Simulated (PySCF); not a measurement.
C2Br2F2. Atoms are numbered in the order given.

```xyz
6

F      0.0000     1.3289     2.0113
C      0.0000     0.6713     0.8585
Br     0.0000     1.7624    -0.6644
C      0.0000    -0.6713     0.8585
F      0.0000    -1.3289     2.0113
Br     0.0000    -1.7624    -0.6644
```
Charge 0, spin multiplicity 1.

Geometry: B3LYP-D3(BJ)/def2-SVP.

These are TDA-B3LYP/def2-SVPD (PySCF 2.14.0) values and carry that method's errors.

Vertical excitations. The molecule is in vacuum. State labels are in the subgroup C2v.

| state | symmetry | energy (eV) | λ (nm) | f | main pairs |
|---|---|---|---|---|---|
| S1 | B1 | 4.65 | 267 | 0.000 | HOMO→LUMO 98 % |
| S2 | A2 | 5.44 | 228 | 0.000 | HOMO→LUMO+2 98 % |
| S3 | B2 | 6.20 | 200 | 0.000 | HOMO−1→LUMO 97 % |
| S4 | B1 | 6.28 | 197 | 0.006 | HOMO→LUMO+3 97 % |
| S5 | B2 | 6.58 | 188 | 0.433 | HOMO→LUMO+1 84 % |
| S6 | B1 | 6.62 | 187 | 0.000 | HOMO−1→LUMO+1 100 % |
| S7 | A1 | 6.75 | 184 | 0.001 | HOMO−1→LUMO+2 78 %, HOMO−3→LUMO 20 % |
| S8 | A2 | 6.78 | 183 | 0.000 | HOMO−2→LUMO 97 % |
| S9 | A1 | 7.19 | 172 | 0.001 | HOMO−3→LUMO 77 %, HOMO−1→LUMO+2 20 % |
| S10 | B1 | 7.24 | 171 | 0.024 | HOMO→LUMO+5 59 %, HOMO−2→LUMO+2 21 % |
| T1 | B2 | 3.93 | 315 | 0 | HOMO→LUMO+1 94 % |
| T2 | B1 | 4.22 | 293 | 0 | HOMO→LUMO 97 % |
| T3 | A2 | 4.85 | 256 | 0 | HOMO→LUMO+2 94 % |
| T4 | B2 | 5.60 | 221 | 0 | HOMO−1→LUMO 88 % |
Triplets are in the Tamm–Dancoff approximation.
